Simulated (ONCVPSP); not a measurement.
# S: variants of one ONCV potential

Base potential:

ONCVPSP 4.0.1 input, shortened (lines: element, Z, core and valence counts, functional; n l f; lmax; l rc ep ncon nbas qcut; lloc lpopt rc5 dvloc0; l nproj debl; icmod fcfact rcfact), PBE, scalar-relativistic:

```
  S 16.00    1    4        4      upf
    1    0    2.00
    2    0    2.00
    2    1    6.00
    3    0    2.00
    3    1    4.00
    2
    0    0.75    0.00    4    9   14.40
    1    0.95    0.00    3    6   17.60
    2    0.85    0.23    4    8   10.70
    4    5    0.60    0.00
    0    3    2.60
    1    2    2.50
    2    1    3.40
    2    0.35    1.15
```

All-electron outer shells of the reference configuration (PBE, scalar-relativistic, ld1.x):

| shell | level (eV) | outermost node (bohr) | outermost maximum (bohr) |
| --- | --- | --- | --- |
| 1s | -2405.94 | – | 0.06 |
| 2s | -211.71 | 0.13 | 0.39 |
| 2p | -156.51 | – | 0.33 |
| 3s | -17.26 | 0.60 | 1.40 |
| 3p | -7.01 | 0.58 | 1.61 |

Cutoffs, loose and tight: the cutoffs (Ha) at which the residual kinetic energy of the hardest occupied pseudo-wave falls to 1 and 0.1 mHa per electron. They do not see the model core or the augmentation charge, which bear on the density cutoff. Test errors are all-electron minus pseudo excitation energies from the reference, over the configurations 2s2 2p6 3s2 3p3; 2s2 2p6 3s2 3p2; 2s2 2p6 3s2 3p1; 2s1 2p6 3s2 3p4. A dash means not determined; rows that change the core or the reference have their own tests.

| change | outcome | cutoff, loose | cutoff, tight | bound ghosts | GHOST(+) flags above zero | largest test error (meV) |
| --- | --- | --- | --- | --- | --- | --- |
| base | generated | 100 Ha | 113 Ha | none | s | -664 |
| all radii but the core radius scaled by about 0.80 (s 0.60, p 0.76, d 0.68 bohr); local potential polynomial inside 0.48 bohr (lpopt 5, dvloc0 0 Ha) | generated | 127 Ha | 582 Ha | none | s | -370 |
| all radii but the core radius scaled by about 0.85 (s 0.64, p 0.80, d 0.72 bohr); local potential polynomial inside 0.52 bohr (lpopt 5, dvloc0 0 Ha) | generated | 124 Ha | 286 Ha | none | s | -433 |
| all radii but the core radius scaled by about 0.96 (s 0.72, p 0.90, d 0.82 bohr); local potential polynomial inside 0.58 bohr (lpopt 5, dvloc0 0 Ha) | generated | 110 Ha | 124 Ha | none | s | -593 |
| all radii but the core radius scaled by about 1.07 (s 0.80, p 1.02, d 0.92 bohr); local potential polynomial inside 0.64 bohr (lpopt 5, dvloc0 0 Ha) | generated | 91 Ha | 108 Ha | none | none | -746 |
| all radii but the core radius scaled by about 1.14 (s 0.86, p 1.08, d 0.96 bohr); local potential polynomial inside 0.68 bohr (lpopt 5, dvloc0 0 Ha) | generated | 86 Ha | 102 Ha | none | none | -822 |
| all radii but the core radius scaled by about 1.20 (s 0.90, p 1.14, d 1.02 bohr); local potential polynomial inside 0.72 bohr (lpopt 5, dvloc0 0 Ha) | generated | 80 Ha | 95 Ha | none | none | -868 |
| all radii but the core radius scaled by about 1.25 (s 0.94, p 1.18, d 1.06 bohr); local potential polynomial inside 0.74 bohr (lpopt 5, dvloc0 0 Ha) | generated | 78 Ha | 92 Ha | none | none | -884 |
| all radii but the core radius scaled by about 1.32 (s 0.98, p 1.26, d 1.12 bohr); local potential polynomial inside 0.80 bohr (lpopt 5, dvloc0 0 Ha) | generated | 71 Ha | 83 Ha | none | none | -898 |

**Question.** What comes out with this change to the base: all radii but the core radius scaled by about 0.91 (s 0.68, p 0.86, d 0.78 bohr); local potential polynomial inside 0.54 bohr (lpopt 5, dvloc0 0 Ha)?

**Answer.** outcome: generated; cutoff, loose: 120 Ha; cutoff, tight: 135 Ha; bound ghosts: none; GHOST(+) flags above zero: s; largest test error (meV): -506.

Reading the sweep of the scale of all radii but the core radius (base = 1) (base included, trends over the rows without a ghost): The loose cutoff falls from 127 Ha at 0.8 to 71 Ha at 1.32. A larger radius leaves more room for a smooth pseudo-wave, so fewer plane waves are needed; a smaller one forces it to follow the all-electron wave where it bends sharply. The median size of the test errors (rows with all tests solved) falls from 6.7 meV at 0.8 to 1.0 meV at 1.32. This runs against the usual rule that a larger radius transfers worse; these runs do not show why.
